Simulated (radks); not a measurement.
Q: Species: Fe3+. Configuration: [Ar] 3d5. Method: non-relativistic Kohn-Sham, PBE, spin-polarised, spherical densities, point nucleus; open shells are filled with parallel spins first; computed with a radial shooting solver on a logarithmic mesh with Libxc functionals. Some entries of the table are withheld. Estimate them.

orbital,occ.,eigenvalue (eV),r(max) (bohr),<r> (bohr)
1s down,1,-6970.262,0.03896,0.05915
1s up,1,-6970.244,0.03896,0.05915
2s up,1,-844.7840,0.2253,0.2703
2s down,1,-842.0518,0.2251,0.2697
2p up,3,-733.9290,(1),0.2370
2p down,3,-731.8938,(2),0.2364
3s up,1,-131.0889,0.7060,0.8115
3s down,1,-125.0588,0.7074,0.8157
3p up,3,-98.5384,0.7126,(3)
3p down,3,-92.6058,0.7148,(4)
3d up,5,-45.4473,(5),0.9731
3d down,0,-39.8135,(6),1.011

A: 
(1) 2p up r(max) (bohr): 0.1811
(2) 2p down r(max) (bohr): 0.1809
(3) 3p up <r> (bohr): 0.8461
(4) 3p down <r> (bohr): 0.8533
(5) 3d up r(max) (bohr): 0.6904
(6) 3d down r(max) (bohr): 0.7008
